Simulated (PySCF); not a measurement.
Correlation energy of Dy⁴⁸⁺ (dysprosium, charge +48)

[Ar], closed-shell 1S. Calculation: PySCF 2.14, in an uncontracted even-tempered set (17 s from 11 bohr⁻², ratio 2.5; 12 p from 14 bohr⁻², ratio 2.5; 4 d from 60 bohr⁻², ratio 2.7; 4 f from 90 bohr⁻², ratio 2.7); scalar relativity by spin-free X2C-1e. Frozen: 1s2; 16 electrons correlated; the 20 highest virtual orbitals of each spin left out.

```json
{"level": "CCSD", "correlation energy (mhartree)": "-681.05"}
{"level": "(T)", "correlation energy (mhartree)": "-0.86"}
{"level": "CCSD(T)", "correlation energy (mhartree)": "-681.91"}
```

Diagnostics: T1 = 0.00021, D1 = 0.0005, largest double amplitude 0.013.

Task: Is a single reference adequate?

Result: Yes, within this model without spin-orbit coupling: T1 lies below 0.03 and no double amplitude reaches 0.07.

At this charge the one-electron X2C treatment keeps the bare 1/r₁₂, with no two-electron picture change or Breit term. The effect here is smaller than on the frozen 1s shell; and a scalar Hamiltonian misses the large spin-orbit splitting of the p shells, which matters for ns² → np² pairs.
